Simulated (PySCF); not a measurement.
B(F)(Et)(vinyl) (C4H8BF), SMILES C=CB(F)CC. The structure is a stationary point at PBE0-D3(BJ)/def2-SVP. The values are those of a single conformer.

Question: Give the equilibrium geometry at PBE0-D3(BJ)/def2-SVP (PySCF confirms it by a frequency run) as bond lengths and angles. (Estimate from the structure and the level; the computed values follow.)

Answer: Several could match; the one computed here: 
Atoms: B1 F2 C3 C4 H5 H6 H7 H8 H9 C10 C11 H12 H13 H14. Bond lengths (Å): B1–F2 1.337, B1–C3 1.572, B1–C10 1.559, C3–C4 1.524, C3–H5 1.108, C3–H6 1.104, C4–H7 1.101, C4–H8 1.100, C4–H9 1.101, C10–C11 1.341, C10–H12 1.098, C11–H13 1.096, C11–H14 1.096. Angles (°): F2–B1–C3 118.3, F2–B1–C10 116.4, C3–B1–C10 125.3, B1–C3–C4 115.8, B1–C3–H5 105.7, B1–C3–H6 109.3, C4–C3–H5 110.3, C4–C3–H6 111.0, H5–C3–H6 103.9, C3–C4–H7 111.4, C3–C4–H8 111.4, C3–C4–H9 112.0, H7–C4–H8 106.8, H7–C4–H9 107.4, H8–C4–H9 107.6, B1–C10–C11 123.4, B1–C10–H12 118.5, C11–C10–H12 118.1, C10–C11–H13 122.6, C10–C11–H14 121.5, H13–C11–H14 115.9.
Charge 0, spin multiplicity 1.
